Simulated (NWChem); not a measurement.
System: SnHOBr, singlet; SMILES [Sn]([Br])[OH]

```xyz
4

Sn     0.3072     0.9628     0.0000
Br    -0.2335    -1.5434     0.0000
O     -1.5760     1.5970     0.0000
H     -2.2390     0.8933     0.0000
```
Atoms are numbered in this order, from 1.

Results from NWChem. Low-valent species are run as closed-shell singlets; no triplet was tried in these runs. Coordinates come from a PBE0/def2-SVP optimisation. def2 effective core potentials on Sn; no spin-orbit coupling. Static field.

```csv
level,isotropic polarisability (bohr³),anisotropy (bohr³)
PBE/def2-SVPD,71.8,34.1
B3LYP/def2-SVPD,69.6,32.8
LC-BLYP (range parameter 0.33 per bohr)/def2-SVPD,68.4,31.4
BHandHLYP/def2-SVPD,66.9,30.6
```
